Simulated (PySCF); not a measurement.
# Removing the step error of a finite difference

System: BeBrCl (SMILES [Cl][Be][Br]), singlet, at a GFN2-xTB geometry (such geometries of metal compounds can be far from the true shape). Level: PBE0/6-31G, polarisability (PySCF). Sums are taken with unrounded values, so a last digit can differ.

Second differences of the energy in a field along z gave a polarisability along z of 58.630 bohr³ at step 0.005 and 59.015 bohr³ at step 0.05 (atomic units).

Question: Extrapolate to zero step.

Answer: The leading error of a symmetric difference goes as h², so A(h) = A0 + c h². Then c = (59.015 - (58.630))/(0.05² - 0.005²) = 156 (atomic units) and A0 = 58.630 - c × 0.005² = 58.626 bohr³. The analytic value from the same program and level is 58.626 bohr³: the smaller step missed it by 0.004, the extrapolation by 0.000.
